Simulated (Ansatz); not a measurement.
The same molecule with X = B, Al, Ga, In. Ansatz, PBE0-D4/def2-TZVP geometries, multiplicity 1. Each molecule was computed in one conformer, which needn't be the lowest.

Elements past krypton have def2 core potentials. Scalar relativity is left out up to krypton.

```
 X              molecule  mean X–O bond length / Å  mean X–S bond length / Å  size of the dipole moment (ωB97M-V/def2-TZVPP) / D  HOMO energy (PBE0/def2-TZVPP) / eV  HOMO–LUMO gap (PBE0/def2-TZVPP) / eV
Al  `C[O][Al]([SH])[SH]`                     1.676                     2.175                                                1.02                               -7.62                                  7.21
Ga  `C[O][Ga]([SH])[SH]`                     1.775                     2.191                                                0.36                               -7.67                                  6.91
In  `C[O][In]([SH])[SH]`                     1.981                     2.366                                                1.19                               -7.61                                  5.89
```

(1) Give the row for X = B, `COB(S)S`. (Estimate.)

Answers

(1) Ansatz gave: 
```tsv
X	molecule	mean X–O bond length / Å	mean X–S bond length / Å	size of the dipole moment (ωB97M-V/def2-TZVPP) / D	HOMO energy (PBE0/def2-TZVPP) / eV	HOMO–LUMO gap (PBE0/def2-TZVPP) / eV
B	`COB(S)S`	1.350	1.818	1.37	-7.33	7.50
```

From B to In the mean X–O bond length rises at each step, by 0.631 Å in all; the mean X–S bond length rises at each step, by 0.548 Å in all; the HOMO energy (PBE0/def2-TZVPP) isn't monotonic: highest at B, lowest at Ga; the HOMO–LUMO gap (PBE0/def2-TZVPP) falls at each step, by 1.61 eV in all. Bonds lengthen as the atom grows down the group. Dipoles are sizes alone, and their direction can turn along the series.
